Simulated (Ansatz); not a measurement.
`[F][Zr]([F])([Cl])[SeH]` + HCl → `[F][Zr]([F])([Cl])[Cl]` + H₂Se  (ligand exchange at a Zr–Se bond)

Calculated with Ansatz (gas phase, PBE0-D4/def2-TZVP geometries, no zero-point term in ΔE). CBS: MP2 limit from def2 TZ/QZ plus the TZ coupled-cluster correction, frozen cores. This one scheme is used for every species. Functionals use def2-TZVPP. HSE06 is defined as in plane-wave codes. Elements past krypton have def2 core potentials. For Se, Zr outer-core shells are correlated without core-valence functions, which leaves a few kJ/mol of doubt a bond. Scalar relativity is left out up to krypton. One conformer a species, not always the lowest.

```tsv
level	ΔE (eV)
HSE06-D4	-0.61
PBE	-0.62
MP2/def2-QZVPP	-0.58
SCS-MP2/def2-QZVPP	-0.63
```

What does CCSD(T)/CBS give? (An estimate is asked.)

The calculation gave: -0.60 eV. The listed levels differ from it by -0.01, -0.02, 0.02, -0.03 eV.

Largest T1 diagnostic among the species: 0.017.

In def2-TZVPP, CCSD(T) changes the Hartree–Fock value by +0.17 eV (the triples alone add +0.02 eV) and MP2 by +0.19 eV. Leaving LDA and LC-ωPBE aside and taking each functional with its dispersion term where it has one, the values, not all of them listed here, spread over 0.13 eV, from B97M-V to PBE-D4. At CCSD(T), def2-SVP lies −0.12 eV from the extrapolated value and def2-TZVPP +0.01 eV.
